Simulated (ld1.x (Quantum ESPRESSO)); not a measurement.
gold (Au), PAW: configuration errors across variants

gold (Au), PAW, made with ld1.x (Quantum ESPRESSO) 7.5 (PBE, fully relativistic). Core [Xe] 4f14, reference 5d10 6s1 6p0. Waves: 6s (bound): rcut 2.05, rcutus 2.75 bohr; 6s channel at 4.3 Ry: rcut 2.05, rcutus 2.75 bohr; 6p (bound, empty): rcut 3.30, rcutus 3.70 bohr; 6p channel at 1.05 Ry: rcut 3.30, rcutus 3.70 bohr; 5d (bound): rcut 1.75, rcutus 2.40 bohr; 5d channel at 0.05 Ry: rcut 1.75, rcutus 2.40 bohr. Local part: all-electron potential smoothed inside 3.50 bohr (lloc = -1). Core correction: Bessel-smoothed model core inside 1.50 bohr. Augmentation charge: BESSEL, radius 1.60 bohr.

Open shells are filled in proportion to 2j + 1 (rel_dist='average').

All-electron excitation energies from the reference (eV): (1) 5d10 6s0 6p0 9.427; (2) 5d9 6s0 6p0 30.655; (3) 5d8 6s0 6p0 64.533; (4) 5d9 6s2 6p0 1.712; (5) 5d9 6s1 6p1 7.450; (6) 5d10 6s0.5 6p0 3.782; (7) 5d9 6s1 6p0 12.154.

4 further variants failed, have other tests or another functional or relativity, and are left out.

Errors AE − PS in meV (a dash: test not solved or not reliable):

| change | (1) | (2) | (3) | (4) | (5) | (6) | (7) | bound ghosts |
| --- | --- | --- | --- | --- | --- | --- | --- | --- |
| base | -1.2 | -37 | -231 | -17 | -14 | -0.1 | -23 | not determined |
| local potential all-electron potential smoothed inside 3.15 bohr (lloc = -2) | -1.4 | -37 | -232 | -22 | -19 | -0.2 | -23 | not determined |
| waves 6p (bound): rcut 3.30, rcutus 4.60 bohr; 6p channel at 1.05 Ry: rcut 3.30, rcutus 4.60 bohr | -1.2 | -37 | -232 | -17 | -20 | -0.1 | -23 | not determined |

**Question.** Give the same row for: all radii but the core radius scaled by about 1.13 (s 3.10, p 4.16, d 2.70 bohr, rcut 2.30/3.72/1.98); local potential all-electron potential smoothed inside 3.94 bohr (lloc = -1); augmentation BESSEL, radius 1.80 bohr.

**Answer.** –, –, –, +2.0, -1.3, +0.5, –; bound ghosts: not determined. Not counted: 5d10 6s0 6p0 (solver errors, printed error -762 eV); 5d9 6s0 6p0 (solver errors, printed error -649 eV); 1 more.
